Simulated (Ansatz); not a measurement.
Geometry optimisation, RKS PBE-D4/6-31G in Ansatz 0.2.0.

The input (input.yaml):

```yaml
crystal:
  periodic: [false, false, false]
  atoms:
    - { symbol: C, position_ang: [0.3143, 0.6982, -0.9564] }
    - { symbol: "N", position_ang: [0.251, -0.6637, -0.5697] }
    - { symbol: Al, position_ang: [-0.0697, -0.8179, 1.3116] }
    - { symbol: Cl, position_ang: [-1.7867, 0.0459, 2.2323] }
    - { symbol: H, position_ang: [0.4281, 0.8033, -2.0825] }
    - { symbol: H, position_ang: [-0.7025, 1.2501, -0.7255] }
    - { symbol: H, position_ang: [1.1261, 1.2829, -0.4627] }
    - { symbol: H, position_ang: [-0.77797, -1.59112, 0.18373] }
    - { symbol: H, position_ang: [1.0471, -1.5415, 2.2824] }
basis:
  gaussian: { orbitals: "6-31G" }
hamiltonian:
  xc: pbe
  dispersion: d4
relax:
  f_tol: 0.02
  max_steps: 50
```

Command:

```bash
$ ansatz run input.yaml --threads 1 --pin off --max-ram 2048MiB --backend cpu --events-out ev --progress --plain --runs-dir out
```

Question: Where does it end, and by what steps?

Answer: It converged. Limits of this set-up: no polarisation functions. After 23 steps the energy has fallen by 4.811 eV; Cl4 moved furthest, 1.76 Å. Parted: Al3–H8. Joined: N2–H8.

```json
{"step": "0", "energy less start (eV)": "0.0000", "largest force component (eV/Å)": "3.266", "accepted": "yes"}
{"step": "1", "energy less start (eV)": "-1.2775", "largest force component (eV/Å)": "2.431", "accepted": "yes"}
{"step": "2", "energy less start (eV)": "-1.9760", "largest force component (eV/Å)": "2.636", "accepted": "yes"}
{"step": "3", "energy less start (eV)": "-2.8794", "largest force component (eV/Å)": "3.196", "accepted": "yes"}
{"step": "4", "energy less start (eV)": "-3.5863", "largest force component (eV/Å)": "1.539", "accepted": "yes"}
{"step": "5", "energy less start (eV)": "-3.9784", "largest force component (eV/Å)": "1.053", "accepted": "yes"}
{"step": "6", "energy less start (eV)": "-4.1514", "largest force component (eV/Å)": "0.692", "accepted": "yes"}
{"step": "7", "energy less start (eV)": "-4.2102", "largest force component (eV/Å)": "1.240", "accepted": "yes"}
{"step": "8", "energy less start (eV)": "-4.3383", "largest force component (eV/Å)": "0.420", "accepted": "yes"}
{"step": "9", "energy less start (eV)": "-4.4216", "largest force component (eV/Å)": "0.679", "accepted": "yes"}
{"step": "10", "energy less start (eV)": "-4.5289", "largest force component (eV/Å)": "0.443", "accepted": "yes"}
{"step": "11", "energy less start (eV)": "-4.6320", "largest force component (eV/Å)": "0.329", "accepted": "yes"}
{"step": "12", "energy less start (eV)": "-4.7000", "largest force component (eV/Å)": "0.264", "accepted": "yes"}
{"step": "13", "energy less start (eV)": "-4.7382", "largest force component (eV/Å)": "0.137", "accepted": "yes"}
{"step": "14", "energy less start (eV)": "-4.7479", "largest force component (eV/Å)": "0.113", "accepted": "yes"}
{"step": "15", "energy less start (eV)": "-4.7534", "largest force component (eV/Å)": "0.332", "accepted": "yes"}
{"step": "16", "energy less start (eV)": "-4.7646", "largest force component (eV/Å)": "0.217", "accepted": "yes"}
{"step": "17", "energy less start (eV)": "-4.7909", "largest force component (eV/Å)": "0.127", "accepted": "yes"}
{"step": "18", "energy less start (eV)": "-4.8059", "largest force component (eV/Å)": "0.100", "accepted": "yes"}
{"step": "19", "energy less start (eV)": "-4.7855", "largest force component (eV/Å)": "0.592", "accepted": "no"}
{"step": "20", "energy less start (eV)": "-4.8102", "largest force component (eV/Å)": "0.029", "accepted": "yes"}
{"step": "21", "energy less start (eV)": "-4.8103", "largest force component (eV/Å)": "0.118", "accepted": "yes"}
{"step": "22", "energy less start (eV)": "-4.8097", "largest force component (eV/Å)": "0.071", "accepted": "no"}
{"step": "23", "energy less start (eV)": "-4.8114", "largest force component (eV/Å)": "0.003", "accepted": "yes"}
```

```xyz
9
Properties=species:S:1:pos:R:3
C -0.055 0.668 -0.942
N 0.092 -0.602 -0.211
Al 0.005 -0.873 1.562
Cl -0.370 0.939 2.771
H 0.858 0.919 -1.514
H -0.906 0.636 -1.649
H -0.241 1.485 -0.228
H 0.265 -1.401 -0.826
H 0.181 -2.305 2.248
```

Whether the end is a true minimum wasn't checked by a vibrational analysis.

Run time: 71 s on 1 thread of Arm Neoverse V1 (shared host), peak memory 0.15 GiB.
